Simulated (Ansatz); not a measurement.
Reactions of `CC([SiH3])=N[SiH3]`.

Program: Ansatz. Geometries: PBE0-D4/def2-TZVP. ΔE: electronic, gas phase. CCSD(T)/CBS adds triple-zeta CCSD(T) − MP2 to the extrapolated MP2 energy (def2 sets, frozen cores). Double bonds are as drawn, so ΔE can hold a change between cis and trans. For Br outer-core shells are correlated without core-valence functions, which leaves a few kJ/mol of doubt a bond. Scalar relativity is left out up to krypton. One conformer a species, not always the lowest.

(1) Order these by ΔE at CCSD(T)/CBS, lowest first. (Best estimate.)
A. `C/C([SiH3])=N\[SiH3]` + `Cl[SiH]1O[SiH2]1` → `[SiH3][SiH]1O[SiH2]1` + `C/C(Cl)=N\[SiH3]`
B. `C/C([SiH3])=N\[SiH3]` + `OC1=CC1` → `[SiH3]OC1=CC1` + `CC(=N)[SiH3]`
C. `C/C([SiH3])=N\[SiH3]` + `[CH3][AlH][OH]` → `[CH3][AlH][O][SiH3]` + `CC(=N)[SiH3]`
D. `C/C([SiH3])=N\[SiH3]` + HBr → `[SiH3]Br` + `C/C=N\[SiH3]`

Largest T1 diagnostic: 0.015, for `[SiH3][SiH]1O[SiH2]1`.

Answers

(1) D (-108.5 kJ/mol), C (-83.2 kJ/mol), B (-58.6 kJ/mol), A (+104.4 kJ/mol).
